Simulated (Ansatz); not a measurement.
Consider the ligand exchange at the Al–C bond: `C[CH2][Al]([CH3])[SH]` + H–F → `[CH3][Al]([F])[SH]` + ethane.

Calculated with Ansatz (gas phase, PBE0-D4/def2-TZVP geometries, no zero-point term in ΔE). CCSD(T)/CBS adds triple-zeta CCSD(T) − MP2 to the extrapolated MP2 energy (def2 sets, frozen cores). This one scheme is used for every species. Functionals use def2-TZVPP. HSE06 is defined as in plane-wave codes. Each species was taken in one conformer, which may not be the lowest.

`C[CH2][Al]([CH3])[SH]`:

Z-matrix (Å, degrees):
```
C
C 1 1.527
H 1 1.094 2 111.7
H 1 1.094 2 112.2 3 120.1
H 1 1.094 2 111.6 3 -119.7
Al 2 1.960 1 117.4 3 59.9
H 2 1.098 1 110.2 3 -62.9
H 2 1.098 1 110.2 3 -177.4
S 6 2.195 2 119.3 1 0.3
C 6 1.949 2 123.8 1 -179.6
H 9 1.344 6 94.1 2 -0.0
H 10 1.095 6 110.9 2 60.7
H 10 1.095 6 111.0 2 -57.6
H 10 1.092 6 112.5 2 -178.6
```

H–F:

Z-matrix (Å, degrees):
```
F
H 1 0.920
```

`[CH3][Al]([F])[SH]`:

Z-matrix (Å, degrees):
```
C
Al 1 1.934
H 1 1.092 2 112.6
H 1 1.094 2 110.4 3 120.9
H 1 1.094 2 110.5 3 -121.0
F 2 1.650 1 120.1 3 178.5
S 2 2.176 1 125.7 3 -1.6
H 7 1.344 2 92.4 1 0.1
```

`CC`:

```xyz
8

C     0.006   -0.311   -0.693
C    -0.006    0.311    0.693
H     0.853   -0.990   -0.817
H    -0.905   -0.884   -0.881
H     0.080    0.452   -1.472
H    -0.853    0.990    0.817
H     0.905    0.884    0.881
H    -0.080   -0.452    1.472
```

CCSD(T)/CBS gives -2.05 eV.

Task: Another level gave -2.14 eV. Which?
A. PBE-D4/def2-TZVPP
B. CAM-B3LYP/def2-TZVPP
C. HSE06/def2-TZVPP
D. r2SCAN/def2-TZVPP

Result: D. r2SCAN -2.14, CAM-B3LYP -2.24, HSE06 -2.04, PBE-D4 -1.97 eV.

Largest T1 diagnostic among the species: 0.011.

The D4 term adds +0.11 eV with B3LYP and +0.07 eV with PBE0; it sums over pairs of atoms, weighted by their polarisabilities, and B3LYP, whose exchange is more repulsive, gets the larger term. At CCSD(T), def2-SVP lies −0.14 eV from the extrapolated value and def2-TZVPP −0.01 eV. In def2-TZVPP, CCSD(T) changes the Hartree–Fock value by +0.28 eV (the triples alone add +0.04 eV) and MP2 by +0.29 eV.

B3LYP here is the variant with VWN-RPA as its local correlation; programs differ in this.

CCSD(T)/CBS has its own doubt, a few kJ/mol and more with outer-core shells, so smaller differences from it don't rank the levels.
